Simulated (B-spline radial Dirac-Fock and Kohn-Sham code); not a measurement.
**Auger parameter of xenon: the K level and its strongest K-LL line**

These are calculated numbers from a B-spline atomic structure program; the model is Dirac-Fock ΔSCF + Breit + QED. The modified Auger parameter α′ is the binding energy plus the kinetic energy of the Auger electron; it does not depend on the energy zero. For free ions it tends to fall with charge, since less charge screens the final holes.

```csv
species,configuration,binding 1s (eV),Auger line,kinetic (eV),α′ (eV)
Xe,[Kr] 4d10 5s2 5p6,34563.5,L2L3 J=2,24501.1,59064.6
Xe⁺,[Kr] 4d10 5s2 5p5,34574.6,L2L3 J=2,24488.6,59063.2
Xe²⁺,[Kr] 4d10 5s2 5p4,34587.0,L2L3 J=2,24475.1,59062.0
Xe²⁺,[Kr] 4d10 5s1 5p5,34588.4,L2L3 J=2,24473.5,59062.0
Xe²⁺ (Watson 2 Å),[Kr] 4d10 5s2 5p4,34572.7,L2L3 J=2,24489.5,59062.1
Xe²⁺ (Watson 2.4 Å),[Kr] 4d10 5s2 5p4,34575.0,L2L3 J=2,24487.1,59062.1
Xe³⁺,[Kr] 4d10 5s2 5p3,34600.4,L2L3 J=2,24460.8,59061.1
Xe⁴⁺,[Kr] 4d10 5s2 5p2,34614.8,L2L3 J=2,24445.5,59060.2
Xe⁴⁺ (Watson 2.2 Å),[Kr] 4d10 5s2 5p2,34588.6,L2L3 J=2,24471.7,59060.2
Xe⁵⁺,[Kr] 4d10 5s2 5p1,34630.1,L2L3 J=2,24429.4,59059.5
Xe⁶⁺,[Kr] 4d10 5s2,34646.3,L2L3 J=2,24412.7,59059.0
Xe⁶⁺ (Watson 1.8 Å),[Kr] 4d10 5s2,34598.3,L2L3 J=2,24460.6,59059.0
Xe⁷⁺,[Kr] 4d10 5s1,34664.4,L2L3 J=2,24394.0,59058.3
Xe⁸⁺,[Kr] 4d10,34683.4,L2L3 J=2,24374.7,59058.1
```
